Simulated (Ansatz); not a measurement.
The cluster Te₂Pb₃⁺. The state is a doublet with charge 1. Geometry PBE0-D4/def2-SVP, basis def2-TZVP, Ansatz.

| atom | x (Å) | y (Å) | z (Å) |
| --- | --- | --- | --- |
| Pb1 | 0.962 | -0.165 | -1.572 |
| Pb2 | -0.043 | 2.553 | 0.104 |
| Pb3 | -1.712 | -0.300 | 0.635 |
| Te4 | 1.212 | 0.414 | 1.493 |
| Te5 | -0.419 | -2.503 | -0.661 |

```tsv
run	HOMO (eV)	LUMO (eV)
A	-9.07	-8.07
B	-8.92	-8.23
C	-8.85	-8.57
D	-8.66	-8.25
E	-9.64	-7.71
F	-9.43	-7.72
```

In the def2 sets Pb, Te take a core potential; there is no spin–orbit coupling. HSE06 is defined as in plane-wave codes, on full-range PBE exchange. Another isomer (doublet) lies 1.01 eV lower at PBE0-D4/def2-TZVP; other spin states weren't run for this one.

HOMO and LUMO are taken over both spins.

**Question.** The runs used HSE06, LDA (SPW92), PBE, PBE0, r2SCAN, r2SCAN0. Estimate which is which.

**Answer.** A HSE06 (range-separated); B r2SCAN (0 % exact exchange); C LDA (SPW92) (0 % exact exchange); D PBE (0 % exact exchange); E r2SCAN0 (25 % exact exchange); F PBE0 (25 % exact exchange). Exact exchange lowers occupied and raises empty levels; among semilocal functionals meta-GGAs tend to open the gap a little, and such runs are hard to tell apart. The gap grows from 0.28 eV (LDA (SPW92)) to 1.93 eV (r2SCAN0).
